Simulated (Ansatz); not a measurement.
System: sum formula BHF (charge 0, doublet). It need not be the lowest isomer of its formula. 
Geometry from a B3LYP-D3(BJ)/def2-TZVP (Ansatz, a program for electronic structure) optimisation:
```xyz
3

B     -0.6180     0.4147     0.0242
F      0.5272    -0.2094    -0.0070
H     -1.6550    -0.1892    -0.0583
```
Charge 0, spin multiplicity 2.

Atomisation energy built up term by term with Ansatz (kcal/mol; UHF references for open shells; valence terms freeze the core; atomic spin-orbit terms are left out). CBS marks a two-point X^-3 extrapolation of the correlation energy; Hartree-Fock from the larger set.

```
term                                            basis  kcal/mol
-----------------------  ----------------------------  --------
Hartree-Fock                              aug-cc-pVQZ    185.97
CCSD correlation         CBS(aug-cc-pVTZ,aug-cc-pVQZ)     43.45
(T)                      CBS(aug-cc-pVTZ,aug-cc-pVQZ)      3.59
CCSDT - CCSD(T)                               cc-pVDZ      0.05
(Q)                                           cc-pVDZ      0.21
core correlation                            cc-pwCVTZ      1.00
scalar relativity (X2C)    cc-pVTZ-DK against cc-pVTZ     -0.25
sum: De                                                   234.0
```

(T) makes 1.5 % of the CCSD(T) atomisation energy; under 5 % is typical of single-reference molecules.
